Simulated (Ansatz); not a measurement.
`[SiH3][O][GaH2]` + `[CH3][Al]([F])[SH]` → `[F][Al]([SiH3])[SH]` + `C[O][GaH2]`  (redistribution)

Program: Ansatz. Geometries: PBE0-D4/def2-TZVP. ΔE: electronic, gas phase. CBS: MP2 limit from def2 TZ/QZ plus the TZ coupled-cluster correction, frozen cores. For Ga outer-core shells are correlated without core-valence functions, which leaves a few kJ/mol of doubt a bond. Scalar relativity is left out up to krypton. Each species was taken in one conformer, which may not be the lowest.

| species | SCS-MP2/def2-QZVPP energy (Eh) |
| --- | --- |
| `[SiH3][O][GaH2]` | -2290.95356 |
| `[CH3][Al]([F])[SH]` | -780.07412 |
| `[F][Al]([SiH3])[SH]` | -1031.07752 |
| `C[O][GaH2]` | -2039.86940 |

Q: Work out ΔE.

A: ΔE = (-1031.07752) + (-2039.86940) − (-2290.95356) − (-780.07412) = 0.08076 Eh = +50.7 kcal/mol. CCSD(T)/CBS gives +47.8 kcal/mol.

Q: What do rigid-rotor, harmonic-oscillator terms from PBE0-D4/def2-TZVP frequencies (298.15 K, 1 bar) make of the CCSD(T)/CBS value? (An estimate is asked.)

A: Computed: ΔZPE = +0.8 kcal/mol, ΔH = +48.5 kcal/mol, ΔS = -9 J/(mol·K), ΔG = +49.2 kcal/mol. Modes under 50 cm⁻¹ make the entropy rough.

Largest T1 diagnostic among the species: 0.015.

From r2SCAN to r2SCAN0 (25 % exact exchange), in def2-TZVPP and without D4, ΔE moves by +1.3 kcal/mol. Leaving LDA and LC-ωPBE aside and taking each functional with its dispersion term where it has one, the values, not all of them listed here, spread over 8.7 kcal/mol, from revPBE-D4 to BHLYP-D4. At CCSD(T), def2-SVP lies −6.6 kcal/mol from the extrapolated value and def2-TZVPP −0.7 kcal/mol.
